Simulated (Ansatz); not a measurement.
SiHMe2F (C₂H₇FSi). Total charge 0; triplet. Geometry PBE-D4/def2-SVP, that of the neutral singlet; atoms count from 1.

Cartesian coordinates in Å:
```
Si -0.532 0.427 0.205
H -1.806 0.822 -0.496
C 0.966 1.011 -0.761
H 0.963 2.114 -0.876
H 0.978 0.563 -1.776
H 1.905 0.721 -0.246
C -0.493 -1.421 0.523
H -1.364 -1.745 1.127
H 0.430 -1.706 1.069
H -0.512 -1.985 -0.433
F -0.535 1.198 1.663
```

At PBE0-D4/def2-TZVP a singlet of charge 0 lies 7.84 eV below the triplet at the same geometry.

**Question.** Estimate the Mulliken populations from the PBE0/def2-TZVP orbitals of Ansatz.

**Answer.** 
```json
{"atom": "Si1", "charge (e)": "-0.11", "spin (α − β)": "1.27"}
{"atom": "H2", "charge (e)": "0.23", "spin (α − β)": "0.43"}
{"atom": "C3", "charge (e)": "-0.41", "spin (α − β)": "0.04"}
{"atom": "H4", "charge (e)": "0.16", "spin (α − β)": "0.00"}
{"atom": "H5", "charge (e)": "0.16", "spin (α − β)": "0.01"}
{"atom": "H6", "charge (e)": "0.16", "spin (α − β)": "0.04"}
{"atom": "C7", "charge (e)": "-0.40", "spin (α − β)": "0.05"}
{"atom": "H8", "charge (e)": "0.16", "spin (α − β)": "0.00"}
{"atom": "H9", "charge (e)": "0.16", "spin (α − β)": "0.04"}
{"atom": "H10", "charge (e)": "0.17", "spin (α − β)": "0.01"}
{"atom": "F11", "charge (e)": "-0.26", "spin (α − β)": "0.11"}
```
Mulliken values depend strongly on the basis.

**Question.** Where does the spin sit?

**Answer.** Summed by element: Si 1.27, H 0.53, C 0.09, F 0.11, of 2 unpaired in all. Largest on single atoms: Si1 1.27, H2 0.43, F11 0.11.

**Question.** And the Mayer bond orders between heavy atoms (over 0.3)?

**Answer.** Si1–C3 0.81 (1.88 Å); Si1–C7 0.81 (1.88 Å); Si1–F11 1.11 (1.65 Å).
